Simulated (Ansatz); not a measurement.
The same path of BClH2O2 + H2 (8 atoms, charge 0, multiplicity 1) was run twice with different band settings. Lost on the way: B1–O2, H7–H8. Made: B1–H7, O2–H8.

Theory: RHF/def2-SVP (Ansatz).

Relaxed end points:

```xyz
8
Properties=species:S:1:pos:R:3
B -0.204 -0.616 -0.045
O -0.087 -0.824 1.278
H -0.891 -0.775 1.772
O 0.862 -0.656 -0.850
H 1.671 -0.838 -0.394
Cl -1.801 -0.279 -0.768
H 0.282 2.837 0.771
H 0.512 2.479 1.387
```

```xyz
8
Properties=species:S:1:pos:R:3
B 0.067 0.441 -0.647
O -0.004 0.134 2.070
H -0.922 -0.027 2.230
O 1.240 -0.149 -0.853
H 1.211 -1.089 -0.948
Cl -1.461 -0.496 -0.787
H -0.003 1.618 -0.495
H 0.216 0.898 2.582
```

Common settings: movable images 7; climbing image yes; spring 5.0 eV/Å²; optimiser quadratic models (default); start path through a guess of the saddle point; iteration limit 60; end points relaxed.

| run | force threshold |
| --- | --- |
| 1 | 0.05 eV/Å |
| 2 | 0.2 eV/Å |

(1) What does each run give, and how far can it be trusted?

Answers

(1) Run 1: converged after 45 iterations, highest image 2.871 eV above the first end. The profile has 2 maxima (images 1, 5) with wells between them (image 3): this band takes more than one step, which may be the mechanism or a detour left from its start path. Neighbouring images differ by up to 2.6 eV, so the band resolves the path poorly. A vibrational analysis at the climbing image gives one clearly imaginary mode, 1943i cm⁻¹: a first-order saddle point.
Run 2: converged after 13 iterations, highest image 2.934 eV above the first end. The threshold of 0.2 eV/Å is loose, so the images may lie well off the minimum-energy path. Neighbouring images differ by up to 1.6 eV, so the band resolves the path poorly. The order of the stationary point at the top wasn't checked.
The orbitals stay closed-shell, which can raise the energy where a bond breaks towards radicals; this wasn't checked here.
